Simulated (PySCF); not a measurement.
**Dipole response of Xe(49+) (xenon, charge +49)**

[He] 2s2 2p1, 2P determinant. Computed with PySCF 2.14 in an even-tempered Gaussian basis (19 s from 24 bohr⁻², ratio 2.2; 12 p from 31 bohr⁻², ratio 2.2; 5 d from 120 bohr⁻², ratio 2.4; 5 f from 170 bohr⁻², ratio 2.4; 4 g from 260 bohr⁻², ratio 2.4), with scalar relativity by spin-free X2C-1e. Coupled (time-dependent) response in atomic units; α is the mean over directions.

```csv
method,mean α (bohr³),"α xx, yy, zz",C₆ (like pair),S(−4)
UHF,0.0006145,"0.0007057, 0.0004322, 0.0007057",5.542e-06,2.075e-06
PBE0,0.0006064,"0.0006976, 0.0004242, 0.0006976",5.428e-06,2.030e-06
```

S(−4) is the Cauchy moment in α(ω) = α(0) + S(−4) ω² + …

Spin-orbit coupling is absent.

α(iu) at UHF:

```json
{"u (hartree)": "0", "α(iu) (bohr³)": "0.0006145"}
{"u (hartree)": "2.00", "α(iu) (bohr³)": "0.0006063"}
{"u (hartree)": "4.00", "α(iu) (bohr³)": "0.0005831"}
{"u (hartree)": "8.00", "α(iu) (bohr³)": "0.0005068"}
{"u (hartree)": "12.0", "α(iu) (bohr³)": "0.0004184"}
{"u (hartree)": "16.0", "α(iu) (bohr³)": "0.0003393"}
{"u (hartree)": "20.0", "α(iu) (bohr³)": "0.0002759"}
{"u (hartree)": "30.0", "α(iu) (bohr³)": "0.0001760"}
{"u (hartree)": "40.0", "α(iu) (bohr³)": "0.0001252"}
{"u (hartree)": "60.0", "α(iu) (bohr³)": "8.014e-05"}
{"u (hartree)": "100", "α(iu) (bohr³)": "5.090e-05"}
```

A single London oscillator, α(iu) = α/(1 + u²/ω²), gives C₆ = (3/4) ω α². Matching the computed C₆ needs ω = 4 × 5.542e-06 / (3 × 0.0006145²) = 19.6 hartree.

For an ion, C₆ is the dispersion term alone; charge-induced terms of lower order in 1/R come first.

The components differ because the open shell of this determinant is not spherical; for a pure term their mean is the scalar polarisability.

Spin-orbit coupling, absent here, splits the open shell strongly.
